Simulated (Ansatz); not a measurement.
Reaction (silylene formation by 1,1-elimination): `CS[SiH2]S` → `CSS` + `[SiH2]`

Program: Ansatz. Geometries: PBE0-D4/def2-TZVP. ΔE: electronic, gas phase. CCSD(T)/CBS adds triple-zeta CCSD(T) − MP2 to the extrapolated MP2 energy (def2 sets, frozen cores). This one scheme is used for every species. Functionals use def2-TZVPP. B3LYP here is the variant with VWN-RPA as its local correlation; programs differ in this. HSE06 is defined as in plane-wave codes. Each species was taken in one conformer, which may not be the lowest.

| level | ΔE (kcal/mol) | difference from CCSD(T)/CBS |
| --- | --- | --- |
| LDA (SPW92) | 97.5 | 5.2 |
| PBE-D4 | 91.5 | -0.8 |
| revPBE-D4 | 90.1 | -2.2 |
| BLYP-D4 | 85.9 | -6.4 |
| r2SCAN-D4 | 96.9 | 4.6 |
| B97M-V | 91.1 | -1.2 |
| PBE0-D4 | 94.7 | 2.4 |
| B3LYP-D4 | 89.5 | -2.8 |
| r2SCANh-D4 | 97.3 | 5.0 |
| r2SCAN0-D4 | 97.9 | 5.6 |
| HSE06-D4 | 94.6 | 2.3 |
| BHLYP-D4 | 93.1 | 0.8 |
| CAM-B3LYP-D4 | 91.4 | -0.9 |
| ωB97X-V | 93.8 | 1.5 |
| ωB97M-V | 90.5 | -1.8 |
| B2PLYP | 90.0 | -2.3 |
| PBE-QIDH | 97.1 | 4.8 |
| PBE | 89.1 | -3.2 |
| revPBE | 85.1 | -7.2 |
| BLYP | 81.1 | -11.2 |
| r2SCAN | 96.2 | 3.9 |
| PBE0 | 92.6 | 0.3 |
| B3LYP | 85.6 | -6.7 |
| r2SCANh | 96.6 | 4.3 |
| r2SCAN0 | 97.2 | 4.9 |
| HSE06 | 92.6 | 0.3 |
| BHLYP | 89.7 | -2.6 |
| LC-ωPBE | 95.9 | 3.6 |
| RPA@PBE/def2-TZVPP | 84.5 | -7.8 |
| HF/def2-SVP | 88.6 | -3.7 |
| MP2/def2-SVP | 96.6 | 4.3 |
| CCSD/def2-SVP | 88.9 | -3.4 |
| HF/def2-TZVPP | 87.1 | -5.2 |
| MP2/def2-TZVPP | 97.1 | 4.8 |
| SCS-MP2/def2-TZVPP | 92.8 | 0.5 |
| CCSD(T)/def2-TZVPP | 90.6 | -1.7 |
| SCS-MP2/def2-QZVPP | 93.8 | 1.5 |
| HF/CBS(def2) | 87.0 | -5.3 |
| MP2/CBS(def2) | 98.7 | 6.4 |
| CCSD/CBS(def2) | 91.1 | -1.2 |
| CCSD(T)/CBS | 92.3 | 0 |

Largest T1 diagnostic among the species: 0.014.

Leaving LDA and LC-ωPBE aside and taking each functional with its dispersion term where it has one, the values spread over 12.0 kcal/mol, from BLYP-D4 to r2SCAN0-D4. LDA lies +8.4 kcal/mol from PBE without D4. The D4 term adds +3.8 kcal/mol with B3LYP and +2.1 kcal/mol with PBE0; it sums over pairs of atoms, weighted by their polarisabilities, and B3LYP, whose exchange is more repulsive, gets the larger term. In def2-TZVPP, CCSD(T) changes the Hartree–Fock value by +3.6 kcal/mol (the triples alone add +1.2 kcal/mol) and MP2 by +10.0 kcal/mol.
